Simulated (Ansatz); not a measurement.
HfB12. Total charge 0; singlet. Geometry PBE-D4/def2-SVP.

Cartesian coordinates in Å:
```
Hf -0.563 0.969 -2.009
B -2.134 0.719 -0.449
B -1.485 -0.674 -0.017
B -0.981 1.336 0.428
B 0.028 -1.503 1.476
B 0.341 1.292 1.425
B -0.848 -2.115 0.352
B 1.701 0.630 0.725
B 0.866 -0.741 -1.994
B 0.680 1.586 -0.177
B 1.484 0.137 -0.842
B 0.043 -1.418 -0.805
B 0.866 -0.216 1.888
```

In the def2 sets Hf takes a core potential; there is no spin–orbit coupling. No other spin state of charge 0 was run. Another isomer (singlet) lies 2.99 eV lower at PBE0-D4/def2-TZVP; other spin states weren't run for this one.

Q: Estimate the orbital energies around the gap (eV) in Ansatz with PBE-D4/def2-TZVP, r2SCAN-D4/def2-TZVP, PBE0-D4/def2-TZVP.

A: 
```
orbital  PBE-D4/def2-TZVP  r2SCAN-D4/def2-TZVP  PBE0-D4/def2-TZVP
 HOMO−5             -6.71                -6.89              -7.73
 HOMO−4             -6.50                -6.65              -7.34
 HOMO−3             -6.04                -6.15              -6.90
 HOMO−2             -5.99                -6.10              -6.73
 HOMO−1             -5.64                -5.77              -6.46
   HOMO             -5.52                -5.60              -6.16
   LUMO             -3.92                -3.83              -3.27
 LUMO+1             -3.72                -3.63              -3.05
 LUMO+2             -3.52                -3.24              -2.89
 LUMO+3             -3.24                -3.11              -2.53
 LUMO+4             -3.09                -2.94              -2.35
 LUMO+5             -2.56                -2.33              -1.75
```
